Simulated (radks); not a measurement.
Question: These are the eigenvalues of the occupied orbitals of an atom or ion with whole-number occupations (eV). All-electron calculation, Dirac Kohn-Sham, exchange-only PBE, spin-unpolarised, spherical densities, finite nucleus; Fermi nuclear charge, rms radius of each element as measured or else 0.836 A^(1/3) + 0.57 fm. Program: a radial shooting solver on a logarithmic mesh with Libxc functionals.

1s1/2: -7775.213
2s1/2: -1086.476
2p1/2: -967.2877
2p3/2: -952.4685
3s1/2: -267.5033
3p1/2: -230.7052
3p3/2: -228.3672
3d3/2: -169.1643

Which element is it, and in what charge state? The configuration may be excited. Open shells, if any, fill j = l - 1/2 first.

Answer: Z = 27, cobalt, charge +8: Co8+ in [Ar] 3d1. The list shows which subshells hold electrons but not how many an open one holds; the 1s level, -285.73 hartree, gives Z - s = 23.9 by -(Z - s)^2/2, which with screening and relativity narrows Z to a few neighbours, and the depths of the outer levels then fix element, charge and occupations together.
